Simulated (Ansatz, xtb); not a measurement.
Isomers of H3B2N. Gas-phase values, no solvent. One relaxed conformer stands for each flexible species; it need not be the lowest. Strings in code marks are SMILES.

Quantity: electronic energy of isomers of H3B2N relative to `B=NB`, in kJ/mol. The DFT solution of `B=BN` is unstable or spin-contaminated; the geometry comes from it. The restricted reference of `B=BN` is unstable towards unrestricted orbitals.

Level 1: composite: frozen-core CCSD(T) with HF/cc-pVQZ and the correlation energy extrapolated as X^-3 from cc-pVTZ and cc-pVQZ, plus CCSDT(Q) minus CCSD(T) in cc-pVDZ // B3LYP-D3(BJ)/def2-TZVP (Ansatz, an electronic-structure program)
Level 2: PBE/cc-pVTZ // B3LYP-D3(BJ)/def2-TZVP (Ansatz)
Level 3: r2SCAN0/cc-pVTZ // B3LYP-D3(BJ)/def2-TZVP (Ansatz)
Level 4: GFN2-xTB (xtb)

```csv
species,level 2,level 3,level 4
`BB=N`,109.2,116.6,149.5
`B=BN`,273.5,286.6,356.2
```

**Question.** What does level 1 give for each?

**Answer.** 
- `BB=N`: 110.2
- `B=BN`: 286.3
